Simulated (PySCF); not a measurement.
## Copper: a sound run and one with changed settings

Sound run: Cu [Ar] 3d10 4s1, Cu⁺ [Ar] 3d10. Calculation: PySCF 2.14, in jorge-DZP-DKH; the spin-free X2C one-electron Hamiltonian (Gaussian nucleus). In the sound run the correlated levels freeze [Ar]. The sound run starts from symmetry-adapted Hartree-Fock orbitals and uses a fine grid where one is needed.

Changed run: a valence shell is frozen. This setting is unsound on purpose.

Ionisation energy of Cu:

| method | sound run (eV) | changed run (eV) |
| --- | --- | --- |
| UHF | 6.446 | 6.446 |
| MP2 | 6.947 | 6.446 |
| SCS-MP2 | 6.877 | 6.446 |
| CCSD | 6.920 | 6.446 |
| CCSD(T) | 6.957 | 6.446 |
| CCSDT | n/a | 6.446 |
| FCI | n/a | 6.446 |

Freezing a valence shell removes pair correlation that changes on ionisation.

For comparison, NIST gives 7.726 eV between the lowest levels.
